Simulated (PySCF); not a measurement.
Computed shifts of a molecule C3H7NSi, PBE/pcSseg-1 in PySCF, GIAO, gas phase, equivalent atoms averaged, in ppm (number of nuclei): ¹⁵N: 54.8 (1). ¹³C: 231.7 (1), 105.5 (1), 93.8 (1). ²⁹Si: -73.6 (1). ¹H: 6.33 (1), 6.21 (1), 4.61 (3), 1.58 (1), 1.40 (1). References: ¹⁵N against NH3 (σ = 267.0 ppm); ¹³C against TMS (σ = 182.0 ppm); ²⁹Si against TMS (σ = 335.4 ppm); ¹H against TMS (σ = 31.49 ppm), references at their B3LYP-D3(BJ)/def2-TZVP geometries, non-relativistic. Geometry: PBE0-D3(BJ)/def2-SVP. One conformer was computed; it need not be the lowest.

### Question
Pick the molecule that these values belong to.
(A) C=C=C[SiH2]N
(B) NC=C=C[SiH3]
(C) CC1=NC[SiH2]1
(D) N#CCC[SiH3]

### Answer
B, NC=C=C[SiH3]
